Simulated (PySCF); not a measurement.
# Excitation energy of Pb by level of theory

Pb [Xe] 4f14 5d10 6s2 6p2 (3P) → Pb [Xe] 4f14 5d10 6s1 6p3, s spin flipped, as a difference of total energies. All numbers are calculated (PySCF 2.14, scalar relativity through the core potential, in aug-cc-pVTZ-PP with ECP60MDF). Correlated levels: valence: 5s2 5p6 5d10 frozen. The calculations carry no spin-orbit coupling.

| method | excitation energy (eV) |
| --- | --- |
| UHF | 9.928 |
| MP2 (valence) | 9.139 |
| SCS-MP2 (valence) | 9.088 |

Problem. How much does correlation contribute at MP2 (valence)?

Solution. 9.139 − (9.928) = -0.789 eV, measured against UHF.

Spin-orbit coupling is strong in these open shells (close to jj coupling). The scalar numbers leave it out and a first-order estimate fails, so it can dominate the gap to the real levels.

The upper determinant mixes two multiplicities, so it lies between the two terms.

The upper state lies above the first ionisation limit, where it may autoionise and the basis confines it.

The coupled-cluster amplitudes are large for the upper state (T1 above 0.03 or a double amplitude above 0.15), so a single reference is strained.
